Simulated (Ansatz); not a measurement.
Al₅Sb₄H₁₆⁻, a cluster cut from zinc blende AlSb (hydrogen-capped), 25 atoms. Hardware: 4 threads of Arm Neoverse V2 on a shared host.

In the def2 sets Sb takes a core potential; there is no spin–orbit coupling.

How many basis functions does each of these Ansatz runs have, and roughly what does it cost? PBE-D4/def2-SVPD, charge -1 singlet, energy, from earlier orbitals; PBE-D4/def2-SVP, charge 0 doublet at the geometry of the charge -1 singlet, energy, from earlier orbitals; PBE0-D4/def2-SVP, charge -1 singlet, energy, from earlier orbitals; r2SCAN-D4/def2-SVP, charge -1 singlet, energy, from earlier orbitals; PBE0-D4/def2-SVP, charge 0 doublet, energy, from earlier orbitals; PBE0-D4/def2-SVP, charge -1 triplet at the geometry of the charge -1 singlet, energy; PBE-D4/def2-SVP, charge -1 singlet, relaxation, 9 steps; PBE-D4/def2-SVP, charge 0 doublet, relaxation, 14 steps; HF/STO-3G, charge -1 singlet, energy; PBE0-D4/def2-SVPD, charge -1 singlet, energy, from earlier orbitals; PBE0-D4/def2-SVP, charge 0 doublet at the geometry of the charge -1 singlet, energy; PBE-D4/def2-SVP, charge 0 doublet, energy, from earlier orbitals.

Other jobs shared the machine, so times can vary by a factor of up to 3. A dash marks memory too small to be measured apart from the calling script's.

| run | functions | fitting or Cholesky vectors | wall time | peak host memory (GiB) |
| --- | --- | --- | --- | --- |
| HF/STO-3G, charge -1 singlet, energy | 169 | 1804 | 6 s | 1.2 |
| PBE0-D4/def2-SVP, charge -1 singlet, energy, from earlier orbitals | 274 | 2957 | 14 s | 1.4 |
| PBE-D4/def2-SVP, charge 0 doublet, energy, from earlier orbitals | 274 | 3157 | 15 s | 0.78 |
| r2SCAN-D4/def2-SVP, charge -1 singlet, energy, from earlier orbitals | 274 | 3157 | 15 s | 0.75 |
| PBE-D4/def2-SVPD, charge -1 singlet, energy, from earlier orbitals | 376 | 3625 | 16 s | 1.3 |
| PBE0-D4/def2-SVP, charge 0 doublet, energy, from earlier orbitals | 274 | 2954 | 28 s | 2 |
| PBE0-D4/def2-SVPD, charge -1 singlet, energy, from earlier orbitals | 376 | 3913 | 36 s | 3.3 |
| PBE-D4/def2-SVP, charge -1 singlet, relaxation, 9 steps | 274 | 3157 | 51 s | – |
| PBE-D4/def2-SVP, charge 0 doublet at the geometry of the charge -1 singlet, energy, from earlier orbitals | 274 | 3157 | 58 s | 1.7 |
| PBE0-D4/def2-SVP, charge -1 triplet at the geometry of the charge -1 singlet, energy | 274 | 2957 | 88 s | 2.6 |
| PBE0-D4/def2-SVP, charge 0 doublet at the geometry of the charge -1 singlet, energy | 274 | 2957 | 90 s | 2.6 |
| PBE-D4/def2-SVP, charge 0 doublet, relaxation, 14 steps | 274 | 3157 | 2.4 min | 0.75 |
